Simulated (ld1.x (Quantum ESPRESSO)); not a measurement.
Transferability test, TM potential for carbon (C)

* Element: carbon (C)
* Generator: ld1.x (Quantum ESPRESSO) 7.5
* Type: norm-conserving Troullier–Martins (Kleinman–Bylander form)
* Functional: PBEsol
* Relativity: scalar-relativistic
* Frozen core: [He]
* Valence charge: 4
* Reference configuration: 2s2 2p0.5 (charge +1.5)
* Partial waves: 2s (bound): rc 1.00 bohr; 2p (bound): rc 1.40 bohr; 3d channel at 0.3 Ry: rc 1.25 bohr
* Local potential: all-electron potential smoothed inside 0.85 bohr (lloc = -1)
* Core correction: Bessel-smoothed model core inside 0.85 bohr

Energies are relative to the spin-unpolarised reference configuration 2s2 2p0.5; without spin polarisation the order of configurations can differ from experiment.

```json
{"valence configuration": "2s2 2p1", "charge": "+1", "ΔE all-electron (eV)": "-10.174", "error AE − PS (meV)": "+6.4"}
{"valence configuration": "2s2 2p0", "charge": "+2", "ΔE all-electron (eV)": "13.845", "error AE − PS (meV)": "+13"}
{"valence configuration": "2s2 2p2.3", "charge": "-0.3", "ΔE all-electron (eV)": "-22.107", "error AE − PS (meV)": "+27"}
{"valence configuration": "2s2 2p1.5", "charge": "+0.5", "ΔE all-electron (eV)": "-17.030", "error AE − PS (meV)": "+17"}
{"valence configuration": "2s1 2p3", "charge": "0", "ΔE all-electron (eV)": "-12.536", "error AE − PS (meV)": "+38"}
{"valence configuration": "2s1 2p0", "charge": "+3", "ΔE all-electron (eV)": "61.808", "error AE − PS (meV)": "+99"}
```

Q: What are ΔE and the potential's error for 2s2 2p2?

A: ΔE = -20.963 eV all-electron; the error (AE − PS) is +24 meV.
